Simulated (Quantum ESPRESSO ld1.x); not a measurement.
Task: Ag, 47 electrons, occupied as [Kr] 4d7 5s2 5p2 (not the ground configuration). Calculated with ld1.x of Quantum ESPRESSO 7.5: Dirac Kohn-Sham, relativistic LDA (MacDonald-Vosko exchange, VWN5 correlation), spin-unpolarised, spherical densities, point nucleus; open shells fill j = l - 1/2 first.

Spin-orbit splittings of the eigenvalues, e(l+1/2) - e(l-1/2), with zeta = 2 splitting/(2l+1) and mean radii in bohr:

shell  occ.  splitting (eV)  zeta (eV)  <r> j=l-1/2  <r> j=l+1/2
2p        6               ?          ?       0.1144       0.1194
3p        6           30.71      20.47       0.3608       0.3717
3d       10           6.217      2.487       0.3440       0.3475
4p        6           5.330      3.553       0.9619       0.9911
4d        7          0.6895     0.2758        1.240        1.254
5p        2          0.3673     0.2449        3.326        3.464

Estimate the 2p splitting.

Result: 173.8 eV (zeta = 115.8 eV).
